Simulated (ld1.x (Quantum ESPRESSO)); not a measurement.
# An all-electron radial function and its pseudo partner (F)

Columns: radius, all-electron u(r) and pseudo u(r) of the 2p shell (level -11.12 eV) of fluorine in the configuration [He] 2s2 2p5; PBE, non-relativistic, TM scheme, ld1.x (Quantum ESPRESSO) 7.5.

```
r (bohr)  all-electron  pseudo
   0.060        0.0589  0.0248
   0.120        0.1836  0.0965
   0.180        0.3263  0.2064
   0.240        0.4632  0.3417
   0.300        0.5833  0.4869
   0.360        0.6829  0.6264
   0.420        0.7619  0.7468
   0.480        0.8215  0.8397
   0.540        0.8634  0.9018
   0.600        0.8898  0.9352
   0.660        0.9032  0.9451
   0.720        0.9059  0.9383
   0.780        0.9001  0.9213
   0.840        0.8875  0.8990
   0.900        0.8697  0.8746
   0.960        0.8480  0.8495
   1.020        0.8234  0.8236
   1.080        0.7968  0.7968
   1.140        0.7689  0.7689
   1.200        0.7402  0.7402
   1.260        0.7111  0.7111
   1.320        0.6820  0.6820
   1.380        0.6532  0.6532
   1.440        0.6247  0.6247
   1.500        0.5969  0.5969
   1.560        0.5699  0.5699
```

Problem. How many radial nodes do the two functions have?

Solution. The all-electron 2p function has n − l − 1 = 0; the pseudo-wave has 0.

Problem. At about which radius was the pseudo-wave matched?

Solution. 1.15 bohr. The columns agree to 0.0005 from 1.02 bohr on; several derivatives are matched, so the curves merge somewhat inside the radius.

Problem. Where does each function peak?

Solution. Outermost all-electron maximum near 0.72 bohr, pseudo maximum near 0.66 bohr (to the table’s step).

Problem. Is the pseudo-wave norm-conserving?

Solution. Yes: the TM scheme keeps the norm inside the radius equal to the all-electron one, which fixes the energy derivative of the logarithmic derivative at the level.
